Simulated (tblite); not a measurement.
Compound: C₇H₁₃FO₂.
Geometry (GFN2-xTB, Å), atoms numbered from 1 in this order:
```xyz
23
C7H13FO2 angstrom
C     -1.0860   -2.3338    0.1843
C     -1.5600   -1.0288   -0.4430
C     -0.6391    0.1327   -0.0729
O      0.6197   -0.1608   -0.6377
C      1.7159    0.5435   -0.1955
C      2.9821   -0.2223   -0.5283
F      1.7724    1.7800   -0.8419
C     -1.2047    1.5465   -0.3266
C     -1.1461    1.6871    1.1950
O     -0.5844    0.3763    1.3346
H     -0.1018   -2.5919   -0.1957
H     -1.7797   -3.1369   -0.0506
H     -1.0237   -2.2201    1.2636
H     -2.5653   -0.7903   -0.0926
H     -1.5705   -1.1074   -1.5307
H      1.6433    0.7830    0.8763
H      2.9946   -0.4433   -1.5920
H      2.9990   -1.1502    0.0340
H      3.8478    0.3818   -0.2718
H     -2.1964    1.5663   -0.7691
H     -0.5386    2.2030   -0.8772
H     -2.1118    1.7558    1.7013
H     -0.4715    2.4566    1.5783
```

Level: GFN2-xTB in tblite, geometry and Hessian alike; calculated harmonic values, unscaled, isolated species. Errors from tens to a few hundred cm⁻¹ against measured bands are possible. One conformer, not necessarily the lowest.

Harmonic wavenumbers (cm⁻¹): 31.5, 79.1, 95.2, 117.6, 165.4, 183.7, 200.2, 227.4, 295.9, 309.1, 366.3, 435.6, 475.1, 532.3, 581.7, 689.1, 801.5, 808.3, 840.6, 878.9, 903.1, 960.3, 981.7, 1025.4, 1044.1, 1052.1, 1068.5, 1081.3, 1116.9, 1119.5, 1126.7, 1145.2, 1156.2, 1176.6, 1205.1, 1234.6, 1252.8, 1262.5, 1293.9, 1300.8, 1331.6, 1384.8, 1401.1, 1455.4, 1458.6, 1460.5, 1467.5, 1482.7, 1485.8, 1500.3, 2885.4, 2937.6, 2958.4, 2987.4, 2995.1, 3033.1, 3040.1, 3048.5, 3052.1, 3055.9, 3057.6, 3058.1, 3065.3.

A = 1758, B = 1114, C = 821.2 MHz; mass 148.090 u (most abundant isotopes); point group C1, symmetry number 1.

Zero-point energy?

Half the sum of the wavenumbers: 42112 cm⁻¹ = 503.77 kJ/mol.

What is S at 273.15 K and 1 bar for an ideal gas of classical rigid rotors and harmonic oscillators?

Translation 169.37, rotation 123.09, vibration 130.64: S = 423.1 J/(mol K).

And Cp and H(273.15 K) − H(0)?

Cp = 165.53 J/(mol K), of which vibrations give 132.27 (their classical limit is 63 R = 523.8); H(273.15 K) − H(0) = 27.68 kJ/mol without the zero-point energy, 18.59 from vibrations.

What must be added to the electronic energy to get the Gibbs energy at 273.15 K and 1 bar?

ZPE + [H(273.15 K) − H(0)] − T·S = 503.77 + 27.68 − 115.57 = 415.88 kJ/mol.

Blend soft modes into free rotors: weight 1/[1 + (100 cm⁻¹/ν̃)⁴] for the oscillator and the rest for a rotor with moment μB/(μ + B), μ = h/(8π²ν), B = 10⁻⁴⁴ kg m². What vibrational entropy results?

119.90 J/(mol K) in place of 130.64, which changes −T·S at 273.15 K by +2.93 kJ/mol.

Which modes carry the vibrational entropy at 273.15 K?

31.5 cm⁻¹: 23.26; 79.1 cm⁻¹: 15.65; 95.2 cm⁻¹: 14.14; 117.6 cm⁻¹: 12.43; 165.4 cm⁻¹: 9.72; 183.7 cm⁻¹: 8.91 J/(mol K); the other 57 give 46.53 together.

Hindered rotation and anharmonicity are outside this model. Other conformers, if any are populated, would add a mixing term that is left out. The structure is chiral; the term R ln 2 for an equal mix with its mirror image is left out.
